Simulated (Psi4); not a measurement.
C3H7O (SMILES CC(C)[O]), doublet, geometry from GFN2-xTB; BLYP/6-31G* run with Psi4.

Psi4 was given this input:
```
memory 2 GB

molecule {
0 2
  O     0.08881149    1.41624147   -0.02329658
  C     0.00962973    0.14136308    0.27258208
  H     0.01101452    0.11356863    1.39709535
  C    -1.32014766   -0.54404154   -0.11876877
  C     1.24109746   -0.70477262   -0.12589560
  H    -1.36361392   -0.61281193   -1.20330932
  H     1.26961269   -0.77806021   -1.21063645
  H    -2.16293297    0.05262281    0.21942231
  H     2.15372551   -0.21826934    0.20741092
  H    -1.38199246   -1.54074182    0.30800656
  H     1.18021755   -1.70153345    0.30087704
}

set basis 6-31g*
set reference uks

energy('blyp')
print_variables()
```

Output, abridged:

```
   => Loading Basis Set <=

    Name: 6-31G*
    Role: ORBITAL
    Keyword: BASIS

         ---------------------------------------------------------
                                   SCF
               by Justin Turney, Rob Parrish, Andy Simmonett
                          and Daniel G. A. Smith
                              UKS Reference
         ---------------------------------------------------------

  ==> Geometry <==

    Molecular point group: c1
    Full point group: C1

    Geometry (in Angstrom), charge = 0, multiplicity = 2:

       Center              X                  Y                   Z               Mass
    ------------   -----------------  -----------------  -----------------  -----------------
         O            0.083879759401     1.337640530749    -0.022981586851    15.994914619570
         C            0.004697999401     0.062762140749     0.272897073149    12.000000000000
         H            0.006082789401     0.034967690749     1.397410343149     1.007825032230
         C           -1.325079390599    -0.622642479251    -0.118453776851    12.000000000000
         C            1.236165729401    -0.783373559251    -0.125580606851    12.000000000000
         H           -1.368545650599    -0.691412869251    -1.202994326851     1.007825032230
         H            1.264680959401    -0.856661149251    -1.210321456851     1.007825032230
         H           -2.167864700599    -0.025978129251     0.219737303149     1.007825032230
         H            2.148793779401    -0.296870279251     0.207725913149     1.007825032230
         H           -1.386924190599    -1.619342759251     0.308321553149     1.007825032230
         H            1.175285819401    -1.780134389251     0.301192033149     1.007825032230

  Running in c1 symmetry.

  Rotational constants: A =      0.31078  B =      0.27168  C =      0.16251 [cm^-1]
  Rotational constants: A =   9316.96789  B =   8144.68361  C =   4871.84622 [MHz]
  Nuclear repulsion =  126.373911275794384

  Charge       = 0
  Multiplicity = 2
  Electrons    = 33
  Nalpha       = 17
  Nbeta        = 16

  ==> Algorithm <==

  SCF Algorithm Type is DF.
  DIIS enabled.
  MOM disabled.
  Fractional occupation disabled.
  Guess Type is SAD.
  Energy threshold   = 1.00e-06
  Density threshold  = 1.00e-06
  Integral threshold = 1.00e-12

  ==> Primary Basis <==

  Basis Set: 6-31G*
    Blend: 6-31G*
    Number of shells: 38
    Number of basis functions: 74
    Number of Cartesian functions: 74
    Spherical Harmonics?: false
    Max angular momentum: 2

  ==> DFT Potential <==

   => LibXC <=

    Version 7.1.2
    S. Lehtola, C. Steigemann, M. J. T. Oliveira, and M. A. L. Marques,  SoftwareX 7, 1–5 (2018) (10.1016/j.softx.2017.11.002)

   => Composite Functional: BLYP <=

    BLYP GGA Exchange-Correlation Functional

    P.J. Stephens et. al., J. Phys. Chem., 98, 11623-11627, 1994
    B. Miehlich et. al., Chem. Phys. Lett., 157(3), 200-206 1989

    Deriv               =              1
    GGA                 =           TRUE
    Meta                =          FALSE

    Exchange Hybrid     =          FALSE
    MP2 Hybrid          =          FALSE

   => Exchange Functionals <=

    1.0000     XC_GGA_X_B88

   => Correlation Functionals <=

    1.0000     XC_GGA_C_LYP

   => LibXC Density Thresholds  <==

    XC_GGA_C_LYP:  1.00E-14
    XC_GGA_X_B88:  1.00E-15

   => Molecular Quadrature <=

    Radial Scheme          =       TREUTLER
    Pruning Scheme         =           NONE
    Nuclear Scheme         =       TREUTLER

    Blocking Scheme        =         OCTREE
    BS radius alpha        =              1
    Pruning alpha          =              1
    Radial Points          =             75
    Spherical Points       =            302
    Total Points           =         234397
    Total Blocks           =           1796
    Max Points             =            256
    Max Functions          =             74
    Weights Tolerance      =       1.00E-15

[...]

  ==> Pre-Iterations <==

  SCF Guess: Superposition of Atomic Densities via on-the-fly atomic UHF (no occupation information).

   -------------------------
    Irrep   Nso     Nmo
   -------------------------
     A         74      74
   -------------------------
    Total      74      74
   -------------------------

  ==> Iterations <==

                           Total Energy        Delta E     RMS |[F,P]|

   @DF-UKS iter SAD:  -193.00403919343950   -1.93004e+02   0.00000e+00
   @DF-UKS iter   1:  -193.15696308713100   -1.52924e-01   1.24072e-02 ADIIS/DIIS
   @DF-UKS iter   2:  -192.67652245731230    4.80441e-01   1.68417e-02 ADIIS/DIIS
   @DF-UKS iter   3:  -193.58044180132458   -9.03919e-01   2.05221e-03 ADIIS/DIIS
   @DF-UKS iter   4:  -193.57977569894558    6.66102e-04   2.15728e-03 ADIIS/DIIS
   @DF-UKS iter   5:  -193.58984847941861   -1.00728e-02   4.67778e-04 ADIIS/DIIS
   @DF-UKS iter   6:  -193.59041897978071   -5.70500e-04   1.17571e-04 ADIIS/DIIS
   @DF-UKS iter   7:  -193.59045056178857   -3.15820e-05   5.21426e-05 DIIS
   @DF-UKS iter   8:  -193.59045768529481   -7.12351e-06   1.08065e-05 DIIS
   @DF-UKS iter   9:  -193.59045802116620   -3.35871e-07   1.48984e-06 DIIS
   @DF-UKS iter  10:  -193.59045802941060   -8.24440e-09   3.63828e-07 DIIS
  Energy and wave function converged.

  ==> Post-Iterations <==

   Electrons on quadrature grid:
      Nalpha   =   17.0000273400 ; deviation = 2.734e-05
      Nbeta    =   16.0000263017 ; deviation = 2.630e-05
      Ntotal   =   33.0000536417 ; deviation = 5.364e-05

   @Spin Contamination Metric:   2.458457599E-03
   @S^2 Expected:                7.500000000E-01
   @S^2 Observed:                7.524584576E-01
   @S   Expected:                5.000000000E-01
   @S   Observed:                5.000000000E-01

    Orbital Energies [Eh]
    ---------------------

    Alpha Occupied:

[...]
    Alpha Virtual:

[...]
    Beta Occupied:

[...]
      16A     -0.188753

    Beta Virtual:

[...]
      74A      4.387300

    Final Occupation by Irrep:
              A
    DOCC [    16 ]
    SOCC [     1 ]
    NA   [    17 ]
    NB   [    16 ]

  @DF-UKS Final Energy:  -193.59045802941060

   => Energetics <=

    Nuclear Repulsion Energy =            126.3739112757943843
    One-Electron Energy =                -511.9624651565549129
    Two-Electron Energy =                 219.3728712079438310
    DFT Exchange-Correlation Energy =     -27.3747753565939149
    Empirical Dispersion Energy =           0.0000000000000000
    VV10 Nonlocal Energy =                  0.0000000000000000
    Total Energy =                       -193.5904580294105983

  UHF NO Occupations:
  HONO-2 :   15  A 1.9997147
  HONO-1 :   16  A 1.9992871
  HONO-0 :   17  A 1.0000000
  LUNO+0 :   18  A 0.0007129
  LUNO+1 :   19  A 0.0002853
  LUNO+2 :   20  A 0.0000991
  LUNO+3 :   21  A 0.0000913

Computation Completed

Properties will be evaluated at   0.000000,   0.000000,   0.000000 [a0]

Properties computed using the SCF density matrix

 Multipole Moments:

 ------------------------------------------------------------------------------------
     Multipole            Electronic (a.u.)      Nuclear  (a.u.)        Total (a.u.)
 ------------------------------------------------------------------------------------

 L = 1.  Multiply by 2.5417464519 to convert [e a0] to [Debye]
 Dipole X            :          0.2609407           -0.3075474           -0.0466067
 Dipole Y            :          4.1492114           -4.9016303           -0.7524189
 Dipole Z            :          0.2000770            0.0196433            0.2197203
 Magnitude           :                                                    0.7852282

 ------------------------------------------------------------------------------------

  Variable Map:
  ----------------------------------------------------------------------------
[...]
  Array Variable Map:
  ----------------------------------------------------------------------------
[...]
[...]
```
